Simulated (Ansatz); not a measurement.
`N#C[SiH](Cl)[SiH2]F`, relaxed with RKS PBE-D4/def2-SVP in Ansatz from a rough embedded geometry. The force threshold is 0.03 eV/Å; the program also tests the step.

Charge 0, multiplicity 1.

Start:

```xyz
9

N    -1.178   -2.041    2.115
C    -0.889   -1.483    1.069
Si   -0.428   -0.638   -0.557
Cl   -2.093   -0.236   -1.614
Si    0.797    1.176    0.022
F     1.363    1.951   -1.285
H     0.367   -1.622   -1.426
H     0.021    2.104    0.814
H     2.040    0.788    0.862
```

```csv
step,energy (eV),largest force (eV/Å),largest move (Å)
1,-33540.7103,3.538,0.000
2,-33540.9932,0.428,0.129
3,-33541.0117,0.315,0.117
4,-33541.0185,0.086,0.051
5,-33541.0206,0.054,0.029
6,-33541.0216,0.069,0.025
7,-33541.0218,0.029,0.008
```

End:

```xyz
9

N    -1.170   -2.018    2.063
C    -0.890   -1.543    1.026
Si   -0.388   -0.705   -0.558
Cl   -2.109   -0.131   -1.570
Si    0.846    1.208    0.056
F     1.344    1.939   -1.327
H     0.361   -1.714   -1.375
H    -0.043    2.145    0.821
H     2.049    0.818    0.864
```

Run time 11 s (4 threads of a server CPU on a shared host); peak host memory 0.19 GiB.
